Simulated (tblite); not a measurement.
Species: C₅H₂FNO.
Numbering: `[N:1]#[C:2][C:3]1=[CH:4][C:5](=[O:6])[C@H:7]1[F:8]` (hydrogens: H9 on C4; H10 on C7)

Computed with GFN2-xTB (tblite), gas phase: Langevin dynamics at 400 K from the optimised GFN2-xTB geometry, time step 0.5 fs, friction 0.01 fs⁻¹, 2000 steps. The instantaneous temperature is 2·E(kin)/(3Nk) with all 3N coordinates.

```tsv
t (fs)	T (K)	E(pot) above start (eV)	N1≡C2 (Å)	C2–C3 (Å)	C3=C4 (Å)	C4–C5 (Å)	C5=O6 (Å)	C4–H9 (Å)
0	339	0.000	1.147	1.398	1.353	1.477	1.189	1.074
25	220	0.217	1.147	1.404	1.352	1.453	1.198	1.066
50	288	0.264	1.139	1.396	1.368	1.479	1.194	1.107
75	239	0.270	1.125	1.395	1.383	1.511	1.203	1.069
100	182	0.246	1.141	1.441	1.363	1.470	1.198	1.054
125	188	0.322	1.151	1.455	1.356	1.470	1.180	1.113
150	260	0.307	1.156	1.367	1.356	1.482	1.221	1.091
175	215	0.222	1.146	1.397	1.383	1.454	1.180	1.048
200	190	0.281	1.133	1.380	1.320	1.458	1.199	1.103
225	397	0.297	1.147	1.423	1.335	1.506	1.184	1.106
250	390	0.389	1.148	1.388	1.323	1.446	1.187	1.017
275	318	0.585	1.132	1.435	1.365	1.501	1.184	1.120
300	501	0.577	1.118	1.394	1.394	1.494	1.188	1.109
325	379	0.538	1.166	1.407	1.397	1.463	1.187	1.039
350	330	0.474	1.183	1.372	1.359	1.447	1.201	1.084
375	356	0.301	1.156	1.403	1.327	1.508	1.167	1.099
400	253	0.378	1.127	1.401	1.354	1.463	1.230	1.044
425	247	0.313	1.151	1.418	1.403	1.458	1.176	1.055
450	343	0.175	1.158	1.379	1.370	1.482	1.186	1.093
475	276	0.302	1.156	1.420	1.351	1.478	1.198	1.038
500	172	0.412	1.136	1.466	1.364	1.521	1.194	1.065
525	358	0.521	1.133	1.373	1.331	1.531	1.207	1.094
550	460	0.411	1.145	1.381	1.344	1.533	1.184	1.081
575	419	0.389	1.151	1.414	1.360	1.513	1.213	1.062
600	514	0.362	1.134	1.403	1.343	1.466	1.172	1.095
625	498	0.432	1.161	1.413	1.389	1.424	1.181	1.057
650	465	0.334	1.153	1.367	1.377	1.467	1.195	1.061
675	475	0.301	1.138	1.421	1.345	1.447	1.189	1.077
700	392	0.363	1.141	1.394	1.345	1.484	1.169	1.087
725	305	0.508	1.157	1.374	1.360	1.492	1.208	1.050
750	405	0.327	1.164	1.367	1.366	1.491	1.172	1.069
775	497	0.265	1.145	1.389	1.372	1.457	1.208	1.077
800	439	0.293	1.137	1.417	1.342	1.461	1.180	1.099
825	506	0.275	1.137	1.424	1.357	1.465	1.194	1.034
850	348	0.323	1.183	1.415	1.387	1.487	1.197	1.085
875	288	0.372	1.166	1.428	1.359	1.534	1.159	1.099
900	241	0.460	1.129	1.459	1.347	1.469	1.233	1.041
925	423	0.240	1.147	1.412	1.364	1.512	1.166	1.124
950	450	0.225	1.154	1.398	1.358	1.501	1.201	1.083
975	377	0.432	1.156	1.401	1.330	1.444	1.195	1.043
1000	405	0.449	1.131	1.368	1.338	1.427	1.155	1.113
```

Question: From 500 fs on, how do temperature and potential energy compare with equipartition?

Answer: The mean temperature of these 21 frames is 402 K against the target 400 K, and the mean potential energy 0.37 eV against 24 × kT/2 = 0.41 eV for 24 classical harmonic modes. For 10 atoms in a canonical ensemble the temperature itself scatters by T·√(2/(3N)) = 103 K; here its standard deviation is 89 K. The whole run lasts only 10 friction times of 100 fs, so these averages carry a wide statistical error.

Question: What are the kinetic and total energies of the listed frame with the highest potential energy?

Answer: The one at 275 fs, 0.585 eV above the start. Its kinetic energy is 3NkT/2 = 0.410 eV at 318 K, so the sum is 1.00 eV; over the listed frames the sum runs from 0.44 to 1.23 eV, since the thermostat adds and removes energy.

Question: How much do the listed bonds fluctuate from 500 fs on?

Answer: 
| bond | at the start (Å) | mean (Å) | standard deviation (Å) |
| --- | --- | --- | --- |
| N1≡C2 | 1.147 | 1.147 | 0.013 |
| C2–C3 | 1.398 | 1.404 | 0.027 |
| C3=C4 | 1.353 | 1.356 | 0.016 |
| C4–C5 | 1.477 | 1.482 | 0.033 |
| C5=O6 | 1.189 | 1.189 | 0.019 |
| C4–H9 | 1.074 | 1.076 | 0.023 |

The motion is classical and holds no zero-point motion.

What follows is the cost of the whole dynamics run. Time: 8.6 s of wall time; peak memory 0.18 GiB. Hardware: one thread of an Arm Neoverse V1, no GPU, shared host with 32 logical CPUs at a one-minute load of 11.
